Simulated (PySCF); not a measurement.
Match each property card to its molecule.

Structures:
1. `CN[SiH2]c1cccs1`
2. `CC(C)O[SiH2]C(C)(C)C`
3. `CS(=O)(=O)C1=CC=CC=N1`
4. `N#C/C=C\C1=CC[SiH2]CO1`

Card P (geometry GFN2-xTB):
- Rotational constants A, B, C: 2.372, 0.764, 0.596 GHz
- 13C chemical shifts (computed TMS as zero) by class (GIAO PBE0/pcSseg-1): 160.7 (1 C), 153.3 (1 C), 122.2 (1 C), 115.9 (1 C), 101.3 (1 C), 54.9 (1 C), 7.1 (1 C) ppm
- Isotropic shieldings of nuclei other than C and H, by class (GIAO PBE0/pcSseg-1): -63 (1 N), 236 (1 O), 415 (1 Si) ppm
- Dipole moment (PBE0/pcSseg-1): 5.05 D

Card Q (geometry GFN2-xTB):
- Rotational constants A, B, C: 3.842, 0.769, 0.655 GHz
- HOMO energy (PBE0/pcSseg-1): -6.79 eV
- Isotropic shieldings of nuclei other than C and H, by class (GIAO PBE0/pcSseg-1): 255 (1 N), 393 (1 Si), 243 (1 S) ppm
- Point group: C1
- 13C chemical shifts (computed TMS as zero) by class (GIAO PBE0/pcSseg-1): 141.7 (1 C), 140.6 (1 C), 138.5 (1 C), 131.6 (1 C), 32.2 (1 C) ppm

Card R (geometry GFN2-xTB):
- Rotational constants A, B, C: 2.585, 0.852, 0.734 GHz
- Dipole moment (PBE0/pcSseg-1): 4.92 D
- Isotropic shieldings of nuclei other than C and H, by class (GIAO PBE0/pcSseg-1): -66 (1 N), 107 (2 O), 193 (1 S) ppm
- HOMO energy (PBE0/pcSseg-1): -7.95 eV
- 13C chemical shifts (computed TMS as zero) by class (GIAO PBE0/pcSseg-1): 172.3 (1 C), 153.3 (1 C), 144.7 (1 C), 131.4 (1 C), 124.6 (1 C), 44.3 (1 C) ppm

Card S (geometry GFN2-xTB):
* Rotational constants A, B, C: 2.521, 0.700, 0.647 GHz
* Dipole moment (PBE0/pcSseg-1): 0.96 D
* HOMO energy (PBE0/pcSseg-1): -7.67 eV
* 13C chemical shifts (computed TMS as zero) by class (GIAO PBE0/pcSseg-1): 69.9 (1 C), 27.6 (3 C), 27.2 (2 C), 20.7 (1 C) ppm

Species are written as SMILES; each is one conformer at its optimised geometry, gas phase, non-relativistic unless stated. Electronic properties by PySCF. NMR classes are plain means over equivalent atoms (diastereotopic ones count apart unless rotation or inversion swaps them), as if these changed places fast.

Problem. Which card belongs to which structure?

Solution. P = 4, Q = 1, R = 3, S = 2. What ties each card to its structure:
- 1 (card Q), C5H9NSSi, monoisotopic mass 143.0 u, 8 heavy atoms: 5 C in 5 classes; the least shielded carbon (141.7 ppm) is an aromatic CH next to a ring sulfur; an asymmetric top with C = 0.655 GHz.
- 2 (card S), C7H18OSi, monoisotopic mass 146.1 u, 9 heavy atoms: 7 C in 4 classes; the least shielded carbon (69.9 ppm) is an sp3 carbon bound to oxygen; an asymmetric top with C = 0.647 GHz; dipole 0.96 D.
- 3 (card R), C6H7NO2S, monoisotopic mass 157.0 u, 10 heavy atoms: 6 C in 6 classes; the least shielded carbon (172.3 ppm) is a substituted aromatic carbon; an asymmetric top with C = 0.734 GHz, the highest such constant on the cards; dipole 4.92 D.
- 4 (card P), C7H9NOSi, monoisotopic mass 151.0 u, 10 heavy atoms: 7 C in 7 classes; the least shielded carbon (160.7 ppm) is a vinylic carbon bearing oxygen; an asymmetric top with C = 0.596 GHz, the lowest such constant on the cards; dipole 5.05 D.
